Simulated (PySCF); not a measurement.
## Si3PH9O

The system: Si3PH9O, a small molecule; neutral, singlet. The structure, one conformer, was relaxed in the gas phase by PBE0-D3(BJ)/def2-SVP. No frequency run checks that it is a minimum.

SMILES: O[SiH]([SiH3])P[SiH3]

Coordinates in Å:
```
Si1     0.563    0.707    1.043
Si2     1.114   -1.540    0.676
P3     -1.392    1.448    0.161
Si4    -1.448    0.148   -1.685
O5      1.827    1.578    0.381
H6      0.418    0.956    2.516
H7     -0.033   -2.410    1.084
H8      2.312   -1.908    1.493
H9      1.414   -1.776   -0.769
H10    -2.214    0.611    0.977
H11    -0.262    0.517   -2.513
H12    -1.394   -1.316   -1.383
H13    -2.697    0.437   -2.452
H14     1.786    2.534    0.486
```

Shieldings: GIAO PBE0/pcSseg-1. Shifts are against computed references at the same level: H TMS (σ 31.27 ppm), Si TMS (σ 352.0 ppm). Core levels by delta-SCF with SCAN, pcX-2 on the ionised atom and pcseg-1 elsewhere, spin-free X2C (2p3/2 is the spin-free 2p value less a third of a first-order spin-orbit splitting); from the vacuum level, for chosen atoms.

**Question.** Give the shieldings and core levels atom by atom.

**Answer.** 
| atoms | bonded to | σ (ppm) | δ (ppm) | core level (eV) |
| --- | --- | --- | --- | --- |
| Si1 | 1 O + 1 P + 1 Si + 1 H | 345.2 | 6.8 | 2p3/2 106.99 |
| Si2 | 1 Si + 3 H | 458.4 | -106.4 | 2p3/2 106.46 |
| P3 | 2 Si + 1 H | 599.5 | - | 2p3/2 135.75 |
| Si4 | 1 P + 3 H | 428.8 | -76.8 | 2p3/2 106.74 |
| O5 | 1 Si + 1 H | 316.5 | - | 1s 538.48 |
| H6 | 1 Si | 25.30 | 5.97 | - |
| H7 H8 H9 | 1 Si | 27.64 | 3.62 | - |
| H10 | 1 P | 30.36 | 0.91 | - |
| H11 H12 H13 | 1 Si | 27.06 | 4.21 | - |
| H14 | 1 O | 30.77 | 0.50 | - |

Values are those of this one static structure, with the three H of a rotating XH3 group averaged; atoms that internal rotation interchanges would show their mean in an NMR spectrum.

**Question.** Which of Si1, Si2, Si4 holds its core electrons tightest, and by how much against the loosest?

**Answer.** Si1 (bonded to 1 O + 1 P + 1 Si + 1 H), by 0.54 eV over Si2 (bonded to 1 Si + 3 H).

**Question.** By CAM-B3LYP/def2-SVPD (TDDFT singlets, Tamm-Dancoff triplets, ionisation by delta-SCF), where does absorption start, and what does vertical ionisation take?

**Answer.** The lowest singlet lies at 5.75 eV (f 0.027), the strongest of the first 6 at 6.28 eV (f 0.213), the lowest triplet at 5.09 eV; vertical ionisation takes 8.98 eV.
